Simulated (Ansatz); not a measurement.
Start from `C#C[Si](Cl)(C#C)C#C` and change one atom or group to get `C#C[Si](C#C)(C#C)C#C`.

Ansatz, PBE0-D4/def2-TZVP geometries, multiplicity 1. 

| property | `C#C[Si](Cl)(C#C)C#C` |
| --- | --- |
| LUMO energy (PBE0/def2-TZVPP) / eV | -1.34 |
| HOMO energy (PBE/def2-TZVPP) / eV | -7.18 |
| size of the dipole moment (ωB97M-V/def2-TZVPP) / D | 1.81 |
| LUMO energy (ωB97M-V/def2-TZVPP) / eV | 0.68 |
| size of the dipole moment (B3LYP/def2-TZVPP) / D | 1.78 |
| zero-point energy (PBE0-D4/def2-TZVP) / kJ/mol | 158.3 |

**Question.** Give the same properties after the change, and the shifts. (An estimate is asked.)

**Answer.** Ansatz gave: 
| property | `C#C[Si](C#C)(C#C)C#C` | shift |
| --- | --- | --- |
| LUMO energy (PBE0/def2-TZVPP) / eV | -0.76 | 0.58 |
| HOMO energy (PBE/def2-TZVPP) / eV | -7.00 | 0.18 |
| size of the dipole moment (ωB97M-V/def2-TZVPP) / D | 0.01 | -1.80 |
| LUMO energy (ωB97M-V/def2-TZVPP) / eV | 1.28 | 0.60 |
| size of the dipole moment (B3LYP/def2-TZVPP) / D | 0.01 | -1.77 |
| zero-point energy (PBE0-D4/def2-TZVP) / kJ/mol | 204.5 | 46.2 |

With PBE0 the HOMO rises by 0.18 eV and the LUMO rises by 0.58 eV, so the gap widens by about 0.40 eV. PBE moves the HOMO by 0.18 eV and ωB97M-V by 0.18 eV. The zero-point energy changes by 46.2 kJ/mol with +6 modes.

B3LYP here is the variant with VWN-RPA as its local correlation; programs differ in this.
